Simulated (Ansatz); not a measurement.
A further run on the cluster AgAu₂⁻.

```yaml
crystal:
  periodic: [false, false, false]
  atoms:
    - {symbol: Au, position_ang: [1.337848, -2.256336, -0.049330]}
    - {symbol: Au, position_ang: [-1.329464, 2.261289, 0.049224]}
    - {symbol: Ag, position_ang: [-0.008384, -0.004952, 0.000106]}
basis:
  gaussian: {orbitals: def2-SVP}
total_charge: -1
hamiltonian: {xc: {name: B97M-V}}
scf: {omitted_lower_state_checks: [starts]}
output: {forces: true}
```

```sh
$ ansatz run in.yaml --threads 4 --pin off --events-out ev --progress --plain --max-ram 3916MiB
```

Shortened log:

```
Functional definition: B97M-V
922 factors; their error is unknown
mean field evaluation 1: about -11388.5086 eV, gradient 8.2e0 eV
mean field evaluation 2: about -11387.4701 eV, gradient 2.2e1 eV
mean field evaluation 4: about -11388.7559 eV, gradient 7.1e-1 eV
mean field evaluation 8: about -11388.7447 eV, gradient 7.5e-2 eV
mean field evaluation 16: about -11388.7447 eV, gradient 2.6e-5 eV
mean field -11388.74470100 eV, -418.5286481933 hartree, gradient 2.6e-5 eV, S^2 0.000000; 0 other end points of the search recorded, 0 dependent functions left out
reference -11388.74475093 eV, -418.5286500282 hartree; 29, 29 occupied and 66, 66 virtual orbitals, 922 factors
Total energy: -11388.74475093 eV, -418.5286500282 hartree
Atom 0 at     1.337848    -2.256336    -0.049330 Å, force     0.079062    -0.137335    -0.002958 eV/Å
Atom 1 at    -1.329464     2.261289     0.049224 Å, force    -0.082063     0.135563     0.002996 eV/Å
Atom 2 at    -0.008384    -0.004952     0.000106 Å, force     0.003001     0.001773    -0.000038 eV/Å
Dipole moment:    -0.000757    -0.000447     0.000010 e Å
Checks for a lower state left out: starts
```

It took 5 s on 4 threads of Arm Neoverse V2 on a shared host.

In the def2 sets Ag, Au take a core potential; there is no spin–orbit coupling. The highest occupied level of an anion often lies above zero with these methods, and sets without diffuse functions describe the outer electron poorly.

The dipole of an ion depends on the origin.
